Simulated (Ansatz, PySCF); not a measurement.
This Ansatz (a program for electronic structure) input computes a B3LYP/def2-TZVPD energy:

Ansatz 0.2 input:
```yaml
crystal:
  periodic: [false, false, false]
  atoms:
    - {symbol: Sn, position_ang: [0.38816642, 0.33636741, -0.25175574]}
    - {symbol: O, position_ang: [-1.05484316, 1.30050212, -0.95099031]}
    - {symbol: Cl, position_ang: [-0.64526915, -1.60131693, 1.18798290]}
basis:
  gaussian:
    orbitals: def2-TZVPD
hamiltonian:
  xc: {name: B3LYP}
total_charge: -1
output: {forces: true}
```

Question: Write an input for the same energy in PySCF and say what it gives.

Answer: 
```python
from pyscf import gto, scf, dft

mol = gto.M(
    atom='''
    Sn    0.38816642    0.33636741   -0.25175574
    O    -1.05484316    1.30050212   -0.95099031
    Cl   -0.64526915   -1.60131693    1.18798290
    ''',
    basis='def2-tzvpd',
    ecp='def2-tzvp',
    charge=-1,
    spin=0,
    verbose=4,
)

mf = dft.RKS(mol, xc='b3lyp').density_fit(auxbasis='def2-universal-jkfit')
mf.grids.level = 3
mf.conv_tol = 1e-9
mf.max_cycle = 100
mf.max_memory = 1500
mf.kernel()
if not mf.converged:
    mf = mf.newton()
    mf.kernel(mf.make_rdm1())
mf.analyze()
```
It gives -749.98704 Eh, and Ansatz -749.98702 Eh, a difference of 0.02 mEh, from the treatment of integrals and grids.
